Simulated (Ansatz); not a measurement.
`C=C[Se][Si](F)(F)F` + `CCCO` → `C=C[Se]CO` + `CC[Si](F)(F)F`  (formal exchange of groups at the Se–Si bond)

Isolated molecules relaxed with PBE0-D4/def2-TZVP in Ansatz; ΔE leaves out vibrations. CCSD(T)/CBS is the MP2 limit (def2-TZVPP, def2-QZVPP) plus CCSD(T) − MP2 in def2-TZVPP, frozen cores. Functionals use def2-TZVPP. B3LYP here is the variant with VWN-RPA as its local correlation; programs differ in this. For Se outer-core shells are correlated without core-valence functions, which leaves a few kJ/mol of doubt a bond. Scalar relativity is left out up to krypton. One conformer a species, not always the lowest.

Problem. Is it downhill or uphill in electronic energy at CCSD(T)/CBS, and by how much? (An estimate is asked.)

Solution. Ansatz gave: Uphill: ΔE = +44.5 kJ/mol.

Problem. What do these levels give: PBE-D4, B3LYP, MP2/def2-TZVPP, HF/def2-QZVPP, MP2/def2-QZVPP, SCS-MP2/def2-QZVPP? (An estimate is asked.)

Solution. Ansatz gave: PBE-D4 35.4, B3LYP 36.0, MP2/def2-TZVPP 41.2, HF/def2-QZVPP 50.9, MP2/def2-QZVPP 43.4, SCS-MP2/def2-QZVPP 43.8 kJ/mol.

Largest T1 diagnostic among the species: 0.011.

In def2-TZVPP, CCSD(T) changes the Hartree–Fock value by −9.8 kJ/mol (the triples alone add −1.8 kJ/mol) and MP2 by −9.4 kJ/mol. From PBE to PBE0 (25 % exact exchange), in def2-TZVPP and without D4, ΔE moves by +6.5 kJ/mol.
